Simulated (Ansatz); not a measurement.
Single points on Ag2Au4⁺.

```yaml
crystal:
  periodic: [false, false, false]
  atoms:
    - {symbol: Au, position_ang: [2.391471, 1.664181, 0.050409]}
    - {symbol: Au, position_ang: [-1.527012, -2.013914, -0.141508]}
    - {symbol: Au, position_ang: [0.455262, -0.120205, -0.040209]}
    - {symbol: Au, position_ang: [1.035235, -2.730337, -0.402024]}
    - {symbol: Ag, position_ang: [-0.133897, 2.559219, 0.334070]}
    - {symbol: Ag, position_ang: [-2.221049, 0.641046, 0.199262]}
basis:
  gaussian: {orbitals: def2-TZVP, initial_orbitals: start.molden}
total_charge: 1
magnetization: {spin_polarized: true, initial_magnetization: 1}
hamiltonian: {xc: pbe0, dispersion: d4}
scf: {omitted_lower_state_checks: [starts]}
output: {orbitals: {seedname: orbitals}}
```

The file start.molden holds the orbitals of an earlier run on this structure, at another level or in another basis.

```sh
$ ansatz run in.yaml --threads 4 --pin off --events-out ev --progress --plain --max-ram 4787MiB
```

It prints (some lines left out):

```
Functional definition: PBE0
2284 factors; integrals over basis functions are off by at most 2.6e-4 eV
mean field evaluation 1: about -22769.8163 eV, gradient 2.5e1 eV
mean field evaluation 2: about -22770.4764 eV, gradient 1.0e0 eV
mean field evaluation 4: about -22770.8732 eV, gradient 6.7e-2 eV
mean field evaluation 8: about -22770.8733 eV, gradient 1.5e-5 eV
mean field -22770.87329246 eV, -836.8141588457 hartree, gradient 1.7e-5 eV, S^2 0.759400; 0 other end points of the search recorded, 0 dependent functions left out
reference -22770.87334166 eV, -836.8141606537 hartree; 57, 56 occupied and 183, 184 virtual orbitals, 2284 factors
Total energy: -22771.29489196 eV, -836.8296523416 hartree
Checks for a lower state left out: starts
```

Hardware: 4 threads of Arm Neoverse V2 on a shared host. Wall time 19 s, peak host memory 1.4 GiB.

As the first input, with `hamiltonian: {xc: {name: BLYP}, dispersion: d4}` (abridged; 12 s):

```
Functional definition: BLYP
mean field -22768.37776228 eV, -836.7224498031 hartree, gradient 8.1e-5 eV, S^2 0.751545
Total energy: -22769.33863219 eV, -836.7577611208 hartree
Checks for a lower state left out: starts
```

The first input with `hamiltonian: {xc: {name: r2SCANh}, dispersion: d4}` (abridged; 32 s):

```
Functional definition: r2SCANh
mean field -22777.45649042 eV, -837.0560869084 hartree, gradient 3.4e-5 eV, S^2 0.760567
Total energy: -22777.57056226 eV, -837.0602789713 hartree
Checks for a lower state left out: starts
```

As the first input, with `hamiltonian: {xc: r2scan, dispersion: d4}` (abridged; 22 s):

```
Functional definition: r2SCAN
mean field -22781.16709709 eV, -837.1924491885 hartree, gradient 2.6e-5 eV, S^2 0.757823
Total energy: -22781.26376789 eV, -837.1960017747 hartree
Checks for a lower state left out: starts
```

As the first input, with `gaussian: {orbitals: def2-SVP, initial_orbitals: start.molden}` (abridged; 13 s):

```
Functional definition: PBE0
mean field -22768.02702589 eV, -836.7095604783 hartree, gradient 3.9e-5 eV, S^2 0.758504
Total energy: -22768.44862528 eV, -836.7250539704 hartree
Checks for a lower state left out: starts
```

The first input with `hamiltonian: {xc: pbe}`, `correlation: {method: rpa}` and without the key `output` (abridged; 33 s):

```
Functional definition: PBE
mean field -22777.25473642 eV, -837.0486725858 hartree, gradient 3.1e-6 eV, S^2 0.752470
Total energy: -22709.99867565 eV, -834.5770579403 hartree
Checks for a lower state left out: starts
```

As the first input, with `gaussian: {orbitals: def2-SVP, initial_orbitals: start.molden}`, `hamiltonian: {xc: pbe, dispersion: d4}` (abridged; 8.5 s):

```
Functional definition: PBE
mean field -22774.30149033 eV, -836.9401427937 hartree, gradient 1.4e-5 eV, S^2 0.752218
Total energy: -22774.78206967 eV, -836.9578037586 hartree
Checks for a lower state left out: starts
```

Geometry: PBE-D4/def2-SVP.

In the def2 sets Ag, Au take a core potential; there is no spin–orbit coupling. Correlated methods freeze no core orbitals; core or outer-core shells of Au, Ag are correlated, in sets that lack core-valence functions. No other spin state of charge 1 was run. Another isomer (doublet) lies 0.17 eV lower at PBE0-D4/def2-TZVP; other spin states weren't run for this one.
